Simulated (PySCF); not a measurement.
C₉H₁₄.
Atom-mapped SMILES: `[CH3:1][CH:2]([CH3:3])[C:4]1=[CH:5][CH2:6][C@@H:7]2[CH2:8][C@H:9]12` (hydrogens: H10, H11, H12 on C1; H13 on C2; H14, H15, H16 on C3; H17 on C5; H18, H19 on C6; H20 on C7; H21, H22 on C8; H23 on C9)

Structure optimised with GFN2-xTB, isolated species.

Task: What internal coordinates does the optimisation give?

Result: 
```
                  bond  length (Å)
                 C1–C2       1.530
                 C2–C3       1.530
                 C2–C4       1.499
                 C4=C5       1.330
                 C5–C6       1.503
                 C6–C7       1.517
                 C7–C8       1.497
                 C8–C9       1.506
                 C4–C9       1.487
                 C7–C9       1.508
C1–H10, C1–H11, C1–H12       1.088
                C2–H13       1.096
C3–H14, C3–H15, C3–H16       1.088
                C5–H17       1.077
                C6–H18       1.094
                C6–H19       1.093
                C7–H20       1.080
                C8–H21       1.080
                C8–H22       1.080
                C9–H23       1.079
```

Bonds in one row agree within 0.01 Å and their mean is given. A selection of angles:
```
   angle  degrees
C1–C2–C3    110.5
C1–C2–C4    110.1
C3–C2–C4    111.0
C2–C4–C5    127.0
C2–C4–C9    122.7
C5–C4–C9    110.3
C4–C5–C6    113.1
C5–C6–C7    103.3
C6–C7–C8    116.4
C6–C7–C9    107.4
C8–C7–C9     60.2
C7–C8–C9     60.3
C4–C9–C8    114.4
C4–C9–C7    105.8
C7–C9–C8     59.5
```

Torsions: C1–C2–C4–C5 118° (anticlinal); C2–C4–C5–C6 179° (antiperiplanar); C4–C5–C6–C7 4° (synperiplanar); C5–C6–C7–C8 62° (synclinal); C6–C7–C8–C9 -96° (anticlinal); C7–C8–C9–C4 95° (anticlinal); C2–C4–C9–C8 116° (anticlinal); C6–C7–C9–C8 111° (anticlinal).

The 10 C–C bonds span 1.330 Å (C4=C5, drawn double) to 1.530 Å (C2–C3, drawn single), a spread of 0.200 Å. Of the pairs four or more bonds apart, C9···H11 is among the closest relative to their van der Waals radii: 2.84 Å, 98 % of the sum of Bondi's values. The 3-membered ring C7–C8–C9 has internal angles of 59.5° to 60.3°. The 5-membered ring C4–C5–C6–C7–C9 has internal angles of 103.3° to 113.1°; it is almost planar, 0.01 Å rms from its mean plane, widest ring torsion 4°.

Point group: C1 (no symmetry element, even within 0.4 Å). No GFN2-xTB frequencies stand behind this structure, so it isn't proved a minimum. The numbers are those of one conformer.

The numbers are calculated, not measured.
